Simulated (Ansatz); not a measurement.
Input for Ansatz (a first-principles code): U-CCSD(T)/def2-SVP on ClHSe (SMILES Cl[SeH]), a point of a bond scan (R = 2.409 Å). The run froze 19 orbitals, filled d shells among them.

Ansatz 0.2 input:
```yaml
crystal:
  periodic: [false, false, false]
  atoms:
    - {symbol: Se, position_ang: [0.51847628, -0.15738308, 0.46539325]}
    - {symbol: H, position_ang: [1.50587856, -0.35828625, -0.61175328]}
    - {symbol: Cl, position_ang: [-1.28993463, 0.38516431, -1.03082044]}
basis:
  gaussian:
    orbitals: def2-SVP
correlation: {method: ccsd_t, electrons: outside_noble_gas}
scf: {omitted_lower_state_checks: [cluster_reference]}
magnetization: {spin_polarized: true, initial_magnetization: 0}
```

Program output:

```
WARN ansatz: RAYON_NUM_THREADS=1 ignored (pool sized by the plan → 1); use --threads N
Functional definition: HF
these checks for a lower state are left out or cut short: cluster_reference
integrals: 0.03 GiB planned
520 factors; integrals over basis functions are off by at most 1.0e-3 eV
mean field: 0.20 GiB planned
mean field evaluation 1: about -77809.2694 eV, gradient 8.6e0 eV
mean field evaluation 2: about -77809.2877 eV, gradient 8.6e0 eV
mean field evaluation 4: about -77809.8501 eV, gradient 9.8e-1 eV
mean field evaluation 8: about -77809.8578 eV, gradient 1.1e-3 eV
mean field evaluation 16: about -77809.8456 eV, gradient 2.4e-1 eV
mean field evaluation 32: about -77809.8548 eV, gradient 1.4e-1 eV
mean field -77809.85776205 eV, -2859.4595313394 hartree, gradient 9.9e-7 eV, S^2 0.000000; 4 other end points of the search recorded, 0 dependent functions left out
19 core orbitals not correlated
reference -77809.85776205 eV, -2859.4595313394 hartree; 7, 7 occupied and 29, 29 virtual orbitals, 520 factors
second order -6.90387781 eV of doubles, -0.00000000 eV of singles
coupled cluster: 0.10 GiB planned
cycle   1  -7.50133697 eV  change   -6.0e-1 eV  update   6.6e-2
cycle   2  -7.73117614 eV  change   -2.3e-1 eV  update   2.4e-2
cycle   3  -7.76790466 eV  change   -3.7e-2 eV  update   1.0e-2
cycle   4  -7.76569667 eV  change    2.2e-3 eV  update   3.1e-3
cycle   5  -7.76565379 eV  change    4.3e-5 eV  update   1.1e-3
cycle   6  -7.76540778 eV  change    2.5e-4 eV  update   3.7e-4
cycle   7  -7.76542201 eV  change   -1.4e-5 eV  update   1.4e-4
cycle   8  -7.76545977 eV  change   -3.8e-5 eV  update   5.5e-5
cycle   9  -7.76545565 eV  change    4.1e-6 eV  update   2.2e-5
cycle  10  -7.76545313 eV  change    2.5e-6 eV  update   6.4e-6
coupled cluster: 0.10 GiB planned
perturbative correction -0.21404545 eV, -0.0078660253 hartree
Total energy: -77817.83726063 eV, -2859.7527725037 hartree
Checks for a lower state left out: cluster_reference
```

The calculation finished and met its thresholds.

Cost: very roughly 2.0 core-seconds.
